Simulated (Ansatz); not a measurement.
`[NH2][Al]1[NH][SiH2]1` and `[NH]1[AlH][SiH2]1` differ in one atom or group.

Ansatz, PBE0-D4/def2-TZVP geometries, multiplicity 1. Each molecule was computed in one conformer, which needn't be the lowest.

```csv
property,`[NH2][Al]1[NH][SiH2]1`
size of the dipole moment (B3LYP/def2-TZVPP) / D,2.36
HOMO–LUMO gap (ωB97M-V/def2-TZVPP) / eV,9.05
size of the dipole moment (ωB97M-V/def2-TZVPP) / D,2.42
size of the dipole moment (PBE/def2-TZVPP) / D,2.43
HOMO energy (B3LYP/def2-TZVPP) / eV,-6.20
HOMO energy (PBE/def2-TZVPP) / eV,-5.39
```

What does the change do to each property? (An estimate is asked.)

Computed: 
| property | `[NH]1[AlH][SiH2]1` | shift |
| --- | --- | --- |
| size of the dipole moment (B3LYP/def2-TZVPP) / D | 1.12 | -1.24 |
| HOMO–LUMO gap (ωB97M-V/def2-TZVPP) / eV | 9.00 | -0.05 |
| size of the dipole moment (ωB97M-V/def2-TZVPP) / D | 1.17 | -1.25 |
| size of the dipole moment (PBE/def2-TZVPP) / D | 1.18 | -1.25 |
| HOMO energy (B3LYP/def2-TZVPP) / eV | -6.31 | -0.11 |
| HOMO energy (PBE/def2-TZVPP) / eV | -5.52 | -0.13 |

With PBE0 the HOMO falls by 0.11 eV and the LUMO falls by 0.19 eV, so the gap narrows by about 0.08 eV. PBE moves the HOMO by -0.13 eV and ωB97M-V by -0.07 eV. The zero-point energy changes by -50.0 kJ/mol with -6 modes. Dipoles are sizes alone; their direction can turn.

B3LYP here is the variant with VWN-RPA as its local correlation; programs differ in this.
